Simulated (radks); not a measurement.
Problem. In26+, configuration [Ar] 3d5. Calculated with a radial shooting solver on a logarithmic mesh with Libxc functionals: non-relativistic Kohn-Sham, exchange-only LDA, spin-polarised, spherical densities, point nucleus; open shells are filled with parallel spins first (spin-orbit coupling, left out, can overturn this in heavy ions); relativity is left out, which matters for an element this heavy. Some entries of the table are withheld. Estimate them.

orbital,occ.,eigenvalue (eV),<r> (bohr)
1s up,1,-27823.74,0.03108
1s down,1,-27823.32,0.03108
2s up,1,-4964.534,0.1338
2s down,1,-4948.743,0.1336
2p up,3,-4712.499,0.1142
2p down,3,-4700.667,0.1139
3s up,1,(1),(2)
3s down,1,(3),(4)
3p up,3,-1553.453,0.3288
3p down,3,-1536.329,0.3303
3d up,5,-1382.942,0.2927
3d down,0,-1362.268,0.2945

Solution. 
(1) 3s up eigenvalue (eV): -1651.690
(2) 3s up <r> (bohr): 0.3412
(3) 3s down eigenvalue (eV): -1635.391
(4) 3s down <r> (bohr): 0.3426
